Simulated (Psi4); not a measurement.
HS (SMILES [SH]), doublet, geometry from GFN2-xTB; PBE0/pcseg-1 in Psi4 1.11.

The Psi4 input:
```
memory 2 GB

molecule mol {
0 2
  S    -0.000000   -0.000000   -0.078263
  H     0.000000    0.000000    1.252213
}

set basis pcseg-1
set reference uks
set scf_type cd

energy('pbe0')
print_variables()
```

It wrote (shortened):

```
   => Loading Basis Set <=

    Name: PCSEG-1
    Role: ORBITAL
    Keyword: BASIS

         ---------------------------------------------------------
                                   SCF
               by Justin Turney, Rob Parrish, Andy Simmonett
                          and Daniel G. A. Smith
                              UKS Reference
         ---------------------------------------------------------

  ==> Geometry <==

    Molecular point group: c2v
    Full point group: C_inf_v

    Geometry (in Angstrom), charge = 0, multiplicity = 2:

       Center              X                  Y                   Z               Mass
    ------------   -----------------  -----------------  -----------------  -----------------
         S            0.000000000000     0.000000000000    -0.040657708841    31.972071174400
         H            0.000000000000     0.000000000000     1.289818291159     1.007825032230

  Running in c2v symmetry.

  Rotational constants: A = ************  B =      9.74711  C =      9.74711 [cm^-1]
  Rotational constants: A = ************  B = 292210.94712  C = 292210.94712 [MHz]
  Nuclear repulsion =    6.363764074451551

  Charge       = 0
  Multiplicity = 2
  Electrons    = 17
  Nalpha       = 9
  Nbeta        = 8

  ==> Algorithm <==

  SCF Algorithm Type is CD.
  DIIS enabled.
  MOM disabled.
  Fractional occupation disabled.
  Guess Type is SAD.
  Energy threshold   = 1.00e-06
  Density threshold  = 1.00e-06
  Integral threshold = 1.00e-12

  ==> Primary Basis <==

  Basis Set: PCSEG-1
    Blend: PCSEG-1
    Number of shells: 11
    Number of basis functions: 23
    Number of Cartesian functions: 24
    Spherical Harmonics?: true
    Max angular momentum: 2

  ==> DFT Potential <==

   => LibXC <=

    Version 7.1.2
    S. Lehtola, C. Steigemann, M. J. T. Oliveira, and M. A. L. Marques,  SoftwareX 7, 1–5 (2018) (10.1016/j.softx.2017.11.002)

   => Composite Functional: PBE0 <=

    PBE0 Hyb-GGA Exchange-Correlation Functional

    C. Adamo and V. Barone,  J. Chem. Phys. 110, 6158 (1999) (10.1063/1.478522)
    M. Ernzerhof and G. E. Scuseria,  J. Chem. Phys. 110, 5029 (1999) (10.1063/1.478401)

    Deriv               =              1
    GGA                 =           TRUE
    Meta                =          FALSE

    Exchange Hybrid     =           TRUE
    MP2 Hybrid          =          FALSE

   => Exchange Functionals <=

    0.7500   Perdew, Burke & Ernzerhof

   => Exact (HF) Exchange <=

    0.2500               HF

   => Correlation Functionals <=

    1.0000   Perdew, Burke & Ernzerhof

   => LibXC Density Thresholds  <==

    XC_HYB_GGA_XC_PBEH:  1.00E-15

   => Molecular Quadrature <=

    Radial Scheme          =       TREUTLER
    Pruning Scheme         =           NONE
    Nuclear Scheme         =       TREUTLER

    Blocking Scheme        =         OCTREE
    BS radius alpha        =              1
    Pruning alpha          =              1
    Radial Points          =             75
    Spherical Points       =            302
    Total Points           =          42925
    Total Blocks           =            385
    Max Points             =            254
    Max Functions          =             23
    Weights Tolerance      =       1.00E-15

  ==> Integral Setup <==

  ==> CDJK: Cholesky-decomposed J/K Matrices <==

    J tasked:                     Yes
    K tasked:                     Yes
    wK tasked:                     No
    Integrals threads:              1
    Algorithm:                   Core
    Integral Cache:              NONE
    Schwarz Cutoff:             1E-12
    Cholesky tolerance:      1.00E-04
    No. Cholesky vectors:         115

  Minimum eigenvalue in the overlap matrix is 4.1165781648E-02.
  Reciprocal condition number of the overlap matrix is 1.3242205470E-02.
    Using symmetric orthogonalization.

  ==> Pre-Iterations <==

  SCF Guess: Superposition of Atomic Densities via on-the-fly atomic UHF (no occupation information).

   -------------------------
    Irrep   Nso     Nmo
   -------------------------
     A1        12      12
     A2         1       1
     B1         5       5
     B2         5       5
   -------------------------
    Total      23      23
   -------------------------

  ==> Iterations <==

                        Total Energy        Delta E     RMS |[F,P]|

   @UKS iter SAD:  -398.33420778399312   -3.98334e+02   0.00000e+00
   @UKS iter   1:  -398.56364679741040   -2.29439e-01   1.12211e-02 ADIIS/DIIS
   @UKS iter   2:  -398.57400370880839   -1.03569e-02   7.89039e-03 ADIIS/DIIS
   @UKS iter   3:  -398.58250401626185   -8.50031e-03   6.09396e-04 ADIIS/DIIS
   @UKS iter   4:  -398.58255895802915   -5.49418e-05   2.43334e-04 ADIIS/DIIS
   @UKS iter   5:  -398.58256791283929   -8.95481e-06   2.52739e-05 DIIS
   @UKS iter   6:  -398.58256805369365   -1.40854e-07   4.55348e-06 DIIS
   @UKS iter   7:  -398.58256805946922   -5.77558e-09   9.23726e-07 DIIS
  Energy and wave function converged.

  ==> Post-Iterations <==

   Electrons on quadrature grid:
      Nalpha   =    9.0000000050 ; deviation = 5.035e-09
      Nbeta    =    8.0000000020 ; deviation = 2.004e-09
      Ntotal   =   17.0000000070 ; deviation = 7.039e-09

   @Spin Contamination Metric:   3.378955737E-03
   @S^2 Expected:                7.500000000E-01
   @S^2 Observed:                7.533789557E-01
   @S   Expected:                5.000000000E-01
   @S   Observed:                5.000000000E-01

    Orbital Energies [Eh]
    ---------------------

    Alpha Occupied:

       1A1   -89.037492     2A1    -8.027902     1B2    -5.978219
       3A1    -5.966718     1B1    -5.957687     4A1    -0.761647
       5A1    -0.428820     2B2    -0.340151     2B1    -0.289003

    Alpha Virtual:

       6A1     0.022396     7A1     0.242627     3B2     0.277708
       3B1     0.304578     8A1     0.330827     9A1     0.500413
       4B2     0.588787     4B1     0.629906     1A2     0.639598
      10A1     0.640591    11A1     0.964414     5B2     1.896587
       5B1     1.907205    12A1     2.556867

    Beta Occupied:

       1A1   -89.031301     2A1    -8.021779     3A1    -5.963066
       1B2    -5.957251     1B1    -5.954088     4A1    -0.716461
       5A1    -0.413536     2B1    -0.273247

    Beta Virtual:

       2B2    -0.168329     6A1     0.032343     7A1     0.252347
       3B1     0.311778     3B2     0.324346     8A1     0.343304
       9A1     0.516734     4B1     0.637001     4B2     0.647640
       1A2     0.698442    10A1     0.706807    11A1     0.980883
       5B2     1.903170     5B1     1.904824    12A1     2.560150

    Final Occupation by Irrep:
             A1    A2    B1    B2
    DOCC [     5,    0,    2,    1 ]
    SOCC [     0,    0,    0,    1 ]
    NA   [     5,    0,    2,    2 ]
    NB   [     5,    0,    2,    1 ]

  @UKS Final Energy:  -398.58256805946922

   => Energetics <=

    Nuclear Repulsion Energy =              6.3637640744515513
    One-Electron Energy =                -562.9577412538898216
    Two-Electron Energy =                 177.5451674503380275
    DFT Exchange-Correlation Energy =     -19.5337583303689328
    Empirical Dispersion Energy =           0.0000000000000000
    VV10 Nonlocal Energy =                  0.0000000000000000
    Total Energy =                       -398.5825680594692244

  UHF NO Occupations:
  HONO-2 :    4 A1 1.9998830
  HONO-1 :    5 A1 1.9984746
  HONO-0 :    2 B2 1.0000000
  LUNO+0 :    6 A1 0.0015254
  LUNO+1 :    7 A1 0.0001170
  LUNO+2 :    3 B1 0.0000482
  LUNO+3 :    8 A1 0.0000000

Computation Completed

Properties will be evaluated at   0.000000,   0.000000,   0.000000 [a0]

Properties computed using the SCF density matrix

 Multipole Moments:

 ------------------------------------------------------------------------------------
     Multipole            Electronic (a.u.)      Nuclear  (a.u.)        Total (a.u.)
 ------------------------------------------------------------------------------------

 L = 1.  Multiply by 2.5417464519 to convert [e a0] to [Debye]
 Dipole X            :          0.0000000            0.0000000            0.0000000
 Dipole Y            :          0.0000000            0.0000000            0.0000000
 Dipole Z            :         -0.7692720            1.2080924            0.4388204
 Magnitude           :                                                    0.4388204

 ------------------------------------------------------------------------------------

  Variable Map:
  ----------------------------------------------------------------------------
  "CURRENT ENERGY"              =>    -398.582568059469
  "CURRENT REFERENCE ENERGY"    =>    -398.582568059469
  "DD SOLVATION ENERGY"         =>       0.000000000000
  "DFT FUNCTIONAL TOTAL ENERGY" =>    -398.582568059469
  "DFT TOTAL ENERGY"            =>    -398.582568059469
  "DFT VV10 ENERGY"             =>       0.000000000000
  "DFT XC ENERGY"               =>     -19.533758330369
  "GRID ELECTRONS ALPHA"        =>       9.000000005035
  "GRID ELECTRONS BETA"         =>       8.000000002004
  "GRID ELECTRONS TOTAL"        =>      17.000000007039
  "NUCLEAR REPULSION ENERGY"    =>       6.363764074452
  "ONE-ELECTRON ENERGY"         =>    -562.957741253890
  "PCM POLARIZATION ENERGY"     =>       0.000000000000
  "PE ENERGY"                   =>       0.000000000000
  "SCF ITERATION ENERGY"        =>    -398.582568059469
  "SCF ITERATIONS"              =>       7.000000000000
  "SCF TOTAL ENERGY"            =>    -398.582568059469
  "TWO-ELECTRON ENERGY"         =>     177.545167450338
  "XC GRID RADIAL POINTS"       =>      75.000000000000
  "XC GRID SPHERICAL POINTS"    =>     302.000000000000
  "XC GRID TOTAL POINTS"        =>   42925.000000000000

  Array Variable Map:
  ----------------------------------------------------------------------------
  "CURRENT DIPOLE"              =>       0.000000000000 ... 0.438820398741 1 by 3
  "SCF DIPOLE"                  =>       0.000000000000 ... 0.438820398741 1 by 3
  "SCF TOTAL ENERGIES"          =>    -398.334207783993 ... -398.582568059469 1 by 8
```
